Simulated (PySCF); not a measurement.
## Adding and removing an electron: LiSn

UHF-SCS-MP2; basis Li def2-SVP, Sn def2-SVP with ECP28; scalar-relativistic core potentials; PySCF 2.14. Neutral (UHF): quartet (σ ↑, π ↑↑), Re = 2.611 Å, ωe = 369 cm⁻¹, De = 1.27 eV.

LiSn⁺ (UHF): triplet (σ ↑, π ↑), Re = 3.068 Å, ωe = 206 cm⁻¹, De = 0.71 eV to Li⁺ + Sn. The energies at the minima are -220.86617 hartree for LiSn and -220.65295 for LiSn⁺.

Problem. Work out the adiabatic ionisation energy, without and with harmonic zero-point energies (1 hartree = 27.2114 eV, 1 eV = 8065.5 cm⁻¹), and the change of the bond length.

Solution. At UHF-SCS-MP2: 0.21322 hartree = 5.802 eV between the minima; the zero-point term (206.0 − 369.0)/2 cm⁻¹ = -0.010 eV makes it 5.792 eV. Re changes by +45.7 pm against the neutral. The electron leaves a π orbital, and the ion is left as a loose complex of an ion and an atom.

Correlated steps freeze 4 core orbitals. Correlated levels converge slowly with the basis: in double zeta they bind strong bonds too weakly, by up to about 1 eV, and carry superposition errors of some tenths. These are scalar-relativistic numbers at best; spin–orbit coupling would shift them, the dissociation energy most. For an ion De counts to the pair picked by the measured ionisation energies or electron affinities, which need not be the lowest pair at this level. States were picked by a PBE0 search and need not be the measured ground states.
